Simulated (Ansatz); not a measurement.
A nudged elastic band was laid between two geometries of F2H2Si + H2S (8 atoms, charge 0, multiplicity 1).

Theory: RHF/def2-SVP (Ansatz 0.2.0).

```yaml
movable_images: 9
climbing_image: yes
spring: 5.0 eV/Å²
optimiser: quadratic models (default)
start_path: through a guess of the saddle point
force_threshold: 0.05 eV/Å
iteration_limit: 60
end_points: relaxed
```

Image 0:

```xyz
8
Properties=species:S:1:pos:R:3
Si 0.442 -0.054 -0.210
F 0.260 -1.028 1.046
H 1.876 0.141 -0.432
F -0.196 1.355 0.199
H -0.268 -0.601 -1.363
S -3.302 -0.399 0.850
H -2.566 -0.991 1.793
H -2.899 0.831 1.175
```

Image 10:

```xyz
8
Properties=species:S:1:pos:R:3
Si -0.377 0.475 -0.295
F -0.240 -2.012 1.898
H 0.831 0.705 0.500
F -0.496 1.641 -1.396
H -0.399 -0.799 -1.018
S -2.034 0.607 1.072
H -2.967 0.138 0.237
H -0.969 -1.501 2.060
```

(1) What changes between the two ends?

(2) Give the energies along the band, and the barrier.

(3) What is the geometry of the highest image?

Results:

(1) Bonds broken: Si1–F2, S6–H8. Bonds formed: Si1–S6, F2–H8. F2H2Si + H2S becomes FH + FH3SSi.

(2) The run converged. The highest image is number 6 of 0 to 10, 2.85 eV above the first end and 1.95 eV above the last; the last end lies 0.90 eV above the first. Neighbouring images differ by up to 2.0 eV, so the band resolves the path poorly. A vibrational analysis at the climbing image gives one clearly imaginary mode, 890i cm⁻¹: a first-order saddle point. The orbitals stay closed-shell, which can raise the energy where a bond breaks towards radicals; this wasn't checked here.

```csv
image,path coordinate (Å),energy (eV),Si1–F2 (Å),S6–H8 (Å),Si1–S6 (Å)
0,0.00,0.00,1.60,1.33,3.91
1,0.74,0.01,1.60,1.33,3.91
2,1.48,0.02,1.60,1.33,3.93
3,2.22,0.03,1.60,1.33,3.91
4,2.96,0.11,1.61,1.33,3.54
5,3.70,0.85,1.64,1.36,2.93
6,4.43,2.85,1.91,1.73,2.47
7,5.41,1.62,2.72,2.10,2.21
8,6.38,1.02,3.50,2.43,2.16
9,7.36,0.94,3.57,2.50,2.15
10,8.33,0.90,3.32,2.56,2.15
```

(3) 
```xyz
8
Properties=species:S:1:pos:R:3:forces:R:3
Si -0.220 0.124 -0.120 -0.01 0.03 0.00
F -0.117 -0.577 1.650 -0.04 0.00 -0.02
H 1.236 -0.072 -0.133 0.04 0.00 0.00
F -0.291 1.718 -0.286 0.00 -0.01 -0.01
H -0.736 -0.752 -1.178 0.00 0.00 0.01
S -2.478 0.203 0.887 -0.03 -0.02 0.00
H -2.896 -0.983 0.433 0.01 0.03 0.01
H -1.150 -0.408 1.804 0.03 -0.01 0.01
```

Run time: 2.6 min on 1 thread of Intel(R) Xeon(R) 6975P-C (Granite Rapids), with other jobs on the host, peak memory 0.17 GiB.
